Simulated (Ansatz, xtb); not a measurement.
## C3H4BNS: which of two isomers lies lower

Structure a: `Bc1cscn1`, a singlet. Structure b: `Bc1nccs1`, a singlet. Both are isolated molecules in the gas phase, relaxed with PBE-D3(BJ)/def2-SVP; the shapes shown needn't be the lowest conformers.

a (Å):

```json
{"atom": "C", "x (Å)": "0.7824", "y (Å)": "-1.4648", "z (Å)": "-0.5766"}
{"atom": "C", "x (Å)": "0.6184", "y (Å)": "-0.1353", "z (Å)": "-0.1661"}
{"atom": "C", "x (Å)": "2.1272", "y (Å)": "-1.4579", "z (Å)": "1.2046"}
{"atom": "B", "x (Å)": "0.0706", "y (Å)": "-2.0645", "z (Å)": "-1.8008"}
{"atom": "N", "x (Å)": "1.6566", "y (Å)": "-2.1849", "z (Å)": "0.2394"}
{"atom": "S", "x (Å)": "1.5485", "y (Å)": "0.2195", "z (Å)": "1.2311"}
{"atom": "H", "x (Å)": "0.2485", "y (Å)": "-3.2237", "z (Å)": "-2.1125"}
{"atom": "H", "x (Å)": "-0.6751", "y (Å)": "-1.3570", "z (Å)": "-2.4528"}
{"atom": "H", "x (Å)": "-0.0117", "y (Å)": "0.6293", "z (Å)": "-0.6384"}
{"atom": "H", "x (Å)": "2.8334", "y (Å)": "-1.8041", "z (Å)": "1.9750"}
```

b (Å):

```xyz
10

C     0.5190   -1.6802   -0.6899
C     2.1733   -0.3178   -0.0720
C     1.5103   -0.3800    1.1567
B    -0.3833   -2.5888   -1.5324
N     1.6194   -1.0351   -1.0758
S     0.1362   -1.3853    1.0294
H    -1.3588   -3.1057   -1.0230
H    -0.1089   -2.7783   -2.6984
H     3.0891    0.2667   -0.2479
H     1.7854    0.1201    2.0942
```

Energies in hartree; the thermal terms are from PBE-D3(BJ)/def2-SVP harmonic frequencies (ideal gas, rigid rotor, one conformer each, 298.15 K, 1 atm) and include the zero-point energy:

|  | a | b |
| --- | --- | --- |
| E, CCSD(T)/def2-SVP | −593.123342 | −593.124824 |
| E, MP2/def2-SVP | −593.049315 | −593.052575 |
| E, MP2/def2-TZVPP | −593.587604 | −593.591381 |
| zero-point energy | 0.064197 | 0.064332 |
| H(298 K) − E | 0.070687 | 0.070825 |
| G(298 K) − E | 0.035086 | 0.035242 |

Task: Correct the CCSD(T) difference for the basis set by the MP2 change, then work out ΔE, ΔE₀, ΔH and ΔG for a → b in kcal/mol (1 Eh = 627.51 kcal/mol) and the equilibrium ratio [b]/[a].

Result: 1. Differences b − a: CCSD(T) −0.001482, MP2 in the small set −0.003260, MP2 in the large set −0.003777 Eh.
2. ΔE = −0.001482 + (−0.003777 − (−0.003260)) = −0.001999 Eh = −1.25 kcal/mol.
3. ΔE₀ = ΔE + ΔZPE = −0.001999 + (+0.000135) Eh = −1.17 kcal/mol.
4. ΔH = ΔE + (+0.000138) Eh = −1.17 kcal/mol.
5. ΔG = ΔE + (+0.000156) Eh = −1.16 kcal/mol, so ΔS = (ΔH − ΔG)/T = −0.2 J/(mol K).
6. kT = 0.9442 mEh, so K = [b]/[a] = exp(−ΔG/kT) = exp(+1.95) ≈ 7.

The sums favour b, but ΔE leans on the basis-set step (CCSD(T) alone has the other sign or is under 1 kcal/mol), so the order isn't settled. An error of 1 kcal/mol in ΔG would change K by a factor of 5.4. HF/STO-3G, HF/def2-SVP gave ΔE the other sign. Mirror images and further conformers aren't counted.

As drawn, both hold the same kinds of bond in the same numbers.

Other levels gave ΔE = −0.8 (GFN2-xTB); +1.8 (HF/STO-3G, GFN2-xTB geometries); −2.3 (r2SCAN-D4/def2-SVP, GFN2-xTB geometries); −2.3 (PBE-D3(BJ)/def2-SVP); +0.9 (HF/def2-SVP); −2.0 (MP2/def2-SVP); −0.9 (CCSD(T)/def2-SVP) kcal/mol. The correlated steps freeze 10 core orbitals. Programs: Ansatz 0.2.0, xtb 6.7.1.
